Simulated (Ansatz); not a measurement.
One geometry of AlSe₃, several levels of theory.

```yaml
crystal:
  periodic: [false, false, false]
  atoms:
    - {symbol: Al, position_ang: [0.285532, -0.007005, -0.009162]}
    - {symbol: Se, position_ang: [-1.463485, -1.525172, -0.020637]}
    - {symbol: Se, position_ang: [2.563078, -0.059758, -0.089834]}
    - {symbol: Se, position_ang: [-1.385134, 1.591946, 0.119633]}
basis:
  gaussian: {orbitals: def2-TZVP, initial_orbitals: start.molden}
magnetization: {spin_polarized: true, initial_magnetization: 3}
hamiltonian: {xc: {name: BHLYP}, dispersion: d4}
scf: {omitted_lower_state_checks: [starts]}
output: {orbitals: {seedname: orbitals}}
```

The file start.molden holds the orbitals of an earlier run on this structure, at another level or in another basis.

```sh
$ ansatz run in.yaml --threads 2 --pin off --events-out ev --progress --plain --max-ram 31744MiB --backend cpu
```

It prints (some lines left out):

```
Functional definition: BHLYP
1209 factors; integrals over basis functions are off by at most 7.1e-4 eV
mean field evaluation 1: about -202646.0122 eV, gradient 9.1e0 eV
mean field evaluation 2: about -202646.1120 eV, gradient 1.9e-1 eV
mean field evaluation 4: about -202646.2704 eV, gradient 1.1e-2 eV
mean field evaluation 8: about -202646.2768 eV, gradient 1.4e-1 eV
mean field evaluation 16: about -202646.2828 eV, gradient 1.7e-2 eV
mean field evaluation 32: about -202646.2844 eV, gradient 9.9e-6 eV
mean field -202646.28436695 eV, -7447.1135919003 hartree, gradient 2.6e-6 eV, S^2 3.784428; 0 other end points of the search recorded, 0 dependent functions left out
reference -202646.28452308 eV, -7447.1135976380 hartree; 59, 56 occupied and 122, 125 virtual orbitals, 1209 factors
Total energy: -202646.60415316 eV, -7447.1253438270 hartree
Checks for a lower state left out: starts
```

Run time 59 s (2 threads of AMD EPYC 7R13 on a shared host), peak host memory 0.94 GiB.

The first input with `correlation: {method: mp2}` and without the key `hamiltonian` (abridged; 28 s):

```
Functional definition: HF
mean field evaluation 16: about -202494.9210 eV, gradient 1.2e-1 eV
mean field -202494.93297439 eV, -7441.5515308134 hartree, gradient 5.5e-6 eV, S^2 3.793494
32 core orbitals not correlated: weight in the atoms' cores, before any rotation towards them, 1.000 or more for the frozen orbitals, at most 0.000 for the correlated occupied ones
second order -21.28569271 eV of doubles, -0.00000000 eV of singles
Total energy: -202516.21866709 eV, -7442.3337655924 hartree
Checks for a lower state left out: starts
```

As the first input, with `gaussian: {orbitals: 6-31G}`, `hamiltonian: {xc: hf}` (abridged; 8.5 s):

```
Functional definition: HF
mean field evaluation 16: about -202463.5951 eV, gradient 9.3e-3 eV
mean field evaluation 32: about -202463.9723 eV, gradient 1.4e-2 eV
mean field -202463.97229765 eV, -7440.4137469292 hartree, gradient 3.4e-6 eV, S^2 3.786468
Total energy: -202463.97229765 eV, -7440.4137469292 hartree
Checks for a lower state left out: starts
```

First input, but with `hamiltonian: {xc: pbe0, dispersion: d4}` (abridged; 16 s):

```
Functional definition: PBE0
mean field -202621.09815590 eV, -7446.1880157162 hartree, gradient 3.9e-6 eV, S^2 3.779523
Total energy: -202621.25637996 eV, -7446.1938303430 hartree
Checks for a lower state left out: starts
```

As the first input, with `hamiltonian: {xc: {name: B2PLYP}}` and without the key `output` (abridged; 83 s):

```
Functional definition: B2PLYP
mean field evaluation 16: about -202605.9824 eV, gradient 5.9e-1 eV
mean field -202605.99701832 eV, -7445.6330591460 hartree, gradient 2.8e-6 eV, S^2 3.786338
32 core orbitals not correlated: weight in the atoms' cores, before any rotation towards them, 1.000 or more for the frozen orbitals, at most 0.000 for the correlated occupied ones
second order -26.42371261 eV of doubles, -0.00000000 eV of singles
Total energy: -202613.13156645 eV, -7445.8952489540 hartree
Checks for a lower state left out: starts
```

As the first input, with `gaussian: {orbitals: def2-SVP, initial_orbitals: start.molden}`, `correlation: {method: ccsd_t}`, `scf: {omitted_lower_state_checks: [starts, cluster_reference]}` and without the key `hamiltonian` (abridged; 3.5 s, on the card):

```
Functional definition: HF
mean field evaluation 16: about -202468.3317 eV, gradient 6.0e-2 eV
mean field -202468.33345924 eV, -7440.5740166617 hartree, gradient 1.8e-6 eV, S^2 3.785992
32 core orbitals not correlated: weight in the atoms' cores, before any rotation towards them, 1.000 or more for the frozen orbitals, at most 0.000 for the correlated occupied ones
second order -18.50440761 eV of doubles, -0.00000000 eV of singles
cycle   1  -18.42030497 eV  change    8.4e-2 eV  update   1.1e-1
cycle   2  -18.94522679 eV  change   -5.2e-1 eV  update   4.2e-2
cycle   3  -19.03361214 eV  change   -8.8e-2 eV  update   3.5e-2
cycle   4  -19.02183814 eV  change    1.2e-2 eV  update   2.5e-2
cycle   5  -19.06250993 eV  change   -4.1e-2 eV  update   1.9e-2
cycle   6  -19.07897669 eV  change   -1.6e-2 eV  update   1.4e-2
cycle   7  -19.08505576 eV  change   -6.1e-3 eV  update   1.1e-2
cycle   8  -19.10669398 eV  change   -2.2e-2 eV  update   8.6e-3
cycle   9  -19.10998869 eV  change   -3.3e-3 eV  update   5.4e-3
[...]
cycle  12  -19.11135478 eV  change    1.7e-3 eV  update   8.5e-4
cycle  13  -19.11194925 eV  change   -5.9e-4 eV  update   4.8e-4
cycle  14  -19.11137053 eV  change    5.8e-4 eV  update   2.9e-4
cycle  15  -19.11132045 eV  change    5.0e-5 eV  update   2.1e-4
cycle  16  -19.11136656 eV  change   -4.6e-5 eV  update   1.9e-4
cycle  17  -19.11140211 eV  change   -3.6e-5 eV  update   1.8e-4
cycle  18  -19.11149752 eV  change   -9.5e-5 eV  update   1.7e-4
cycle  19  -19.11154909 eV  change   -5.2e-5 eV  update   1.6e-4
cycle  20  -19.11145711 eV  change    9.2e-5 eV  update   1.3e-4
cycle  21  -19.11149066 eV  change   -3.4e-5 eV  update   9.6e-5
cycle  22  -19.11141879 eV  change    7.2e-5 eV  update   6.2e-5
cycle  23  -19.11142759 eV  change   -8.8e-6 eV  update   3.6e-5
perturbative correction -0.63248428 eV, -0.0232433686 hartree
Total energy: -202488.07737111 eV, -7441.2995920399 hartree
Checks for a lower state left out: starts, cluster_reference
```

As the first input, with `hamiltonian: {xc: r2scan, dispersion: d4}` (abridged; 28 s):

```
Functional definition: r2SCAN
mean field -202645.90553461 eV, -7447.0996700688 hartree, gradient 9.7e-6 eV, S^2 3.776805
Total energy: -202645.94289256 eV, -7447.1010429481 hartree
Checks for a lower state left out: starts
```

Geometry: PBE-D4/def2-SVP.

The 6-31G sets use Cartesian d functions. Correlated methods freeze 32 core orbitals; core or outer-core shells of Se are correlated, in sets that lack core-valence functions. The order of the spin states hangs on the level: the doublet lies 1.08 eV below the quartet at PBE0-D4/def2-TZVP, but 0.86 eV above it at HF/6-31G. The structure comes from a short search, and lower isomers may exist.
